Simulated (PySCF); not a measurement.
An unknown is described by computed data only.

Formula: C6H12Si.

| Property | Result |
| --- | --- |
| Rotational structure | rotational constants A, B, C: 3.579, 0.953, 0.806 GHz [GFN2-xTB] |
| 1H NMR | chemical shifts (computed TMS as zero) by class: 4.21 (2 H), 2.30 (2 H), 1.73 (2 H), 1.19 (3 H), 0.29 (3 H) ppm [GIAO PBE0/pcSseg-1] |
| 13C NMR | chemical shifts (computed TMS as zero) by class: 87.6 (1 C), 83.4 (1 C), 18.1 (1 C), 16.0 (1 C), 3.3 (1 C), -7.9 (1 C) ppm [GIAO PBE0/pcSseg-1] |
| NMR, other nuclei | isotropic shieldings of nuclei other than C and H, by class: 390 (1 Si) ppm [GIAO PBE0/pcSseg-1] |
| Dipole | 0.53 D [PBE0/pcSseg-1] |

Electronic properties: PySCF, gas phase, density fitting. Levels stand in brackets. Isolated species at its GFN2-xTB geometry (one conformer only). Each NMR value is the plain mean over a class of atoms that symmetry, rotation or inversion makes alike.

Question: Give a SMILES that accounts for the data.

Answer: Numbering: `[CH3:1][CH2:2][C:3]#[C:4][CH2:5][SiH2:6][CH3:7]`. Its formula, C6H12Si, gives 2 degrees of unsaturation: 0 rings and 2 π bonds in the structure found. 6 carbons fall into 6 classes; from least to most shielded: alkyne carbon [C3] (87.6 ppm), alkyne carbon [C4] (83.4 ppm), methyl carbon [C1] (18.1 ppm), propargylic carbon [C2] (16.0 ppm), sp3 carbon bound to silicon [C5] (3.3 ppm), Si-methyl carbon [C7] (-7.9 ppm). Hydrogen classes from least to most shielded: 2 H on an SiH2 silicon, Si6 (4.21 ppm), 2 H on a propargylic carbon, C2 (2.30 ppm), 2 H on an sp3 carbon bound to silicon, C5 (1.73 ppm), 3 H on a methyl carbon, C1 (1.19 ppm), 3 H on an Si-methyl carbon, C7 (0.29 ppm, a mean of values up to 0.7 ppm apart in this geometry). The other shieldings belong to: 390 ppm, SiH2 silicon [Si6]. The optimised geometry has point group C1 and is an asymmetric top. Structure: `CCC#CC[SiH2]C`. Computed isomers that give other values at the same levels: `CCCC#CC[SiH3]` (13C chemical shifts (computed TMS as zero) by class: 86.3 (1 C), 84.5 (1 C), 26.8 (1 C), 23.4 (1 C), 15.3 (1 C), 0.1 (1 C) ppm); `C=C(C)C1C[SiH2]C1` (13C chemical shifts (computed TMS as zero) by class: 173.1 (1 C), 115.0 (1 C), 40.4 (1 C), 29.0 (1 C), 20.9 (2 C) ppm); `CC(C)C1=C[SiH2]C1` (13C chemical shifts (computed TMS as zero) by class: 183.4 (1 C), 130.5 (1 C), 41.1 (1 C), 22.6 (2 C), 13.6 (1 C) ppm). The assignments are read from this structure; whether some other isomer fits the data as well wasn't checked.

Conformer computed: `[CH3:1][CH2:2][C:3]#[C:4][CH2:5][SiH2:6][CH3:7]`: C4–C5–Si6–C7 60°.
